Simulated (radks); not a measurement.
Q: All-electron atom: Er4+ in [Xe] 4f10 (the NIST ground configuration). All-electron calculation, scalar-relativistic Kohn-Sham, PBE, spin-unpolarised, spherical densities, point nucleus. Program: a radial shooting solver on a logarithmic mesh with Libxc functionals. Some entries of the table are withheld. Estimate them.

orbital,occ.,eigenvalue (eV),<r^2> (bohr^2)
1s,2,-57431.37,0.0005677
2s,2,-9694.405,0.008834
2p,6,-8579.759,(1)
3s,2,-2216.549,0.05803
3p,6,-1877.565,(2)
3d,10,-1453.492,0.04875
4s,2,-481.9688,0.2902
4p,6,-370.1976,0.3283
4d,10,-220.4864,(3)
5s,2,-99.3249,1.621
5p,6,-71.4920,(4)
4f,10,-56.1999,0.6707

A: 
(1) 2p <r^2> (bohr^2): 0.007188
(2) 3p <r^2> (bohr^2): 0.05843
(3) 4d <r^2> (bohr^2): 0.3893
(4) 5p <r^2> (bohr^2): 2.151
